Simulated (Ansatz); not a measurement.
Consider the ligand exchange at the Si–N bond: `[SiH3]N[SiH2][SeH]` + `[NH2][Sc]([OH])[O][SiH3]` → `[NH2][Sc]([O][SiH3])[O][SiH3]` + `N[SiH2][SeH]`.

Program: Ansatz. Geometries: PBE0-D4/def2-TZVP. ΔE: electronic, gas phase. CBS: MP2 limit from def2 TZ/QZ plus the TZ coupled-cluster correction, frozen cores. Functionals use def2-TZVPP. B3LYP here is the variant with VWN-RPA as its local correlation; programs differ in this. For Sc, Se outer-core shells are correlated without core-valence functions, which leaves a few kJ/mol of doubt a bond. Scalar relativity is left out up to krypton. One conformer a species, not always the lowest.

`[SiH3]N[SiH2][SeH]`:

Z-matrix (Å, degrees):
```
Si
N 1 1.732
H 1 1.488 2 113.1
H 1 1.487 2 109.7 3 120.5
H 1 1.484 2 106.9 3 -120.0
Si 2 1.718 1 126.6 3 97.2
H 2 1.010 1 117.2 3 -71.3
Se 6 2.283 2 114.1 1 -55.6
H 6 1.483 2 111.8 1 59.3
H 6 1.483 2 106.8 1 -178.7
H 8 1.469 6 93.4 2 -62.9
```

`[NH2][Sc]([OH])[O][SiH3]`:

```xyz
11

N     1.959    0.878   -1.334
Sc    0.157    0.942   -0.517
O    -0.839    2.499   -0.793
O    -0.407   -0.586    0.474
Si   -0.961   -1.850    1.329
H     2.615    0.109   -1.276
H     2.393    1.607   -1.886
H    -1.491    3.193   -0.819
H    -1.504   -2.902    0.423
H    -2.051   -1.433    2.256
H     0.129   -2.457    2.144
```

`[NH2][Sc]([O][SiH3])[O][SiH3]`:

Cartesian coordinates in Å:
```
N -2.422 0.804 0.912
Sc -0.657 0.218 0.247
O 0.017 1.038 -1.327
Si 0.682 1.668 -2.672
O 0.257 -1.129 1.222
Si 1.128 -2.269 1.990
H -2.898 0.453 1.734
H -3.017 1.509 0.496
H 2.086 1.200 -2.840
H -0.095 1.262 -3.876
H 0.692 3.156 -2.601
H 0.234 -3.306 2.576
H 2.067 -2.942 1.049
H 1.925 -1.662 3.092
```

`N[SiH2][SeH]`:

Cartesian coordinates in Å:
```
N 0.762 0.954 -0.593
Si -0.106 0.131 0.630
Se -0.487 -2.113 0.351
H 1.688 0.649 -0.849
H 0.266 1.307 -1.396
H -1.405 0.834 0.757
H 0.670 0.149 1.892
H -1.388 -1.910 -0.791
```

```
             level  ΔE (kJ/mol)  difference from CCSD(T)/CBS
            PBE-D4        -52.1                          6.2
         r2SCAN-D4        -59.1                         -0.8
           PBE0-D4        -54.1                          4.2
          B3LYP-D4        -57.4                          0.9
           ωB97X-V        -56.3                          2.0
           ωB97M-V        -55.1                          3.2
            B2PLYP        -61.8                         -3.5
               PBE        -56.1                          2.2
            r2SCAN        -59.9                         -1.6
              PBE0        -57.6                          0.7
             B3LYP        -64.0                         -5.7
     HF/def2-TZVPP        -72.7                        -14.4
    MP2/def2-TZVPP        -56.3                          2.0
SCS-MP2/def2-TZVPP        -59.8                         -1.5
   CCSD/def2-TZVPP        -59.8                         -1.5
CCSD(T)/def2-TZVPP        -58.1                          0.2
     HF/def2-QZVPP        -74.2                        -15.9
    MP2/def2-QZVPP        -57.0                          1.3
SCS-MP2/def2-QZVPP        -60.5                         -2.2
      HF/CBS(def2)        -74.4                        -16.1
     MP2/CBS(def2)        -56.6                          1.7
    CCSD/CBS(def2)        -60.1                         -1.8
       CCSD(T)/CBS        -58.3                            0
```

Largest T1 diagnostic among the species: 0.015.

The D4 term adds +6.7 kJ/mol with B3LYP and +3.5 kJ/mol with PBE0; it sums over pairs of atoms, weighted by their polarisabilities, and B3LYP, whose exchange is more repulsive, gets the larger term. In def2-TZVPP, CCSD(T) changes the Hartree–Fock value by +14.6 kJ/mol (the triples alone add +1.7 kJ/mol) and MP2 by +16.3 kJ/mol.
